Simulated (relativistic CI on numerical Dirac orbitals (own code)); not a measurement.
Method of calculation: Dirac-Coulomb-Breit CI, KLI orbitals optimised for each configuration, QED by a radiative potential, unscaled Slater integrals (own radial code, finite nucleus).

The strongest absorption lines from the ground level of an ion, among the configurations computed and to levels below about 862 eV (vacuum wavelength in nm, gf): 1.9564 (0.21), 2.0133 (0.003), 2.0213 (0.15), 2.0479 (0.00031), 2.0698 (0.0004), 3.4260 (0.00019), 10.342 (1.1), 18.283 (0.12).

Question: Which ion is it?
A. Tm39+
B. Eu35+
C. Eu33+
D. Dy36+

Answer: C. Eu33+ has 30 electrons and the ground level 4s² ¹S0; the strongest line goes to 4s4p ¹P°1. The pattern of lines fixes the number of electrons, and along that sequence the line energies rise steadily with the charge (about as its square where n changes within one kind of shell, about linearly where n is kept but much faster in heavy ions where fine structure, which grows about as Z⁴, sets the gap, and irregularly where shells cross), which fixes Z. Configurations outside the model, such as inner-shell arrays, can give stronger lines. At this charge energies of transitions that change n are usually good to better than 1 %, and those within a shell (Δn = 0) to a few per cent.

LS names give the leading component of a level, which can be under half, so a name can repeat, a term be missing and a line seem to break the LS rules.
